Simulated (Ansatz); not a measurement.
Reactions of `Cl[SiH]1BC1`.

Program: Ansatz. Geometries: PBE0-D4/def2-TZVP. ΔE: electronic, gas phase. CCSD(T)/CBS adds triple-zeta CCSD(T) − MP2 to the extrapolated MP2 energy (def2 sets, frozen cores). def2 core potentials past Kr. For Ge, I, Ti, V outer-core shells are correlated without core-valence functions, which leaves a few kJ/mol of doubt a bond. Scalar relativity is left out up to krypton. One conformer a species, not always the lowest.

(1) Order these by ΔE at CCSD(T)/CBS, lowest first. (An estimate is asked.)
A. `Cl[SiH]1BC1` + `[CH3][V](=[NH])([F])[F]` → `F[SiH]1BC1` + `[CH3][V](=[NH])([F])[Cl]`
B. `Cl[SiH]1BC1` + `C[O][GeH2][I]` → `I[SiH]1BC1` + `C[O][GeH2][Cl]`
C. `Cl[SiH]1BC1` + `CC(F)F` → `B1C[SiH2]1` + `CC(F)(F)Cl`
D. `Cl[SiH]1BC1` + `[SiH3][SiH]1CS1` → `[SiH3][SiH]1BC1` + `Cl[SiH]1CS1`
E. `Cl[SiH]1BC1` + `C[C@@]12[C@H]3[C@H]4[C@H]5[C@@H]1[TiH]45321678([OH])[C@@H]2[C@H]1[C@H]6[C@@]7(C)[C@@H]28` → `O[SiH]1BC1` + `C[C@@]12[C@H]3[C@H]4[C@H]5[C@@H]1[TiH]45321678([Cl])[C@@H]2[C@H]1[C@H]6[C@@]7(C)[C@@H]28`

Largest T1 diagnostic: 0.031, for `[CH3][V](=[NH])([F])[Cl]`, so its coupled-cluster energy is less sure.

Answers

(1) E (-43.6 kJ/mol), A (-19.7 kJ/mol), D (+0.7 kJ/mol), B (+12.4 kJ/mol), C (+155.6 kJ/mol).
